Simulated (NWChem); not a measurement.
# CaO; SMILES [Ca]=[O]

```xyz
2

Ca     0.0000     0.0000    -0.6226
O      0.0000     0.0000     1.4135
```
Atoms are numbered in this order, from 1.

Computed with NWChem. The geometry was optimised at B3LYP/6-31G* (spherical d). GIAO values for the isolated, static molecule; σ is the absolute isotropic shielding, δ = σ(reference) − σ with the isolated reference molecule computed at the same levels (17O: water).

Predict the results for PBE0/x2c-TZVPall-s, scalar ZORA without spin-orbit coupling. Quantities: σ Ca1 (ppm); δ O2 (ppm).

The σ Ca1 (ppm) is 1315.5 and the δ O2 (ppm) comes out as 983.8.
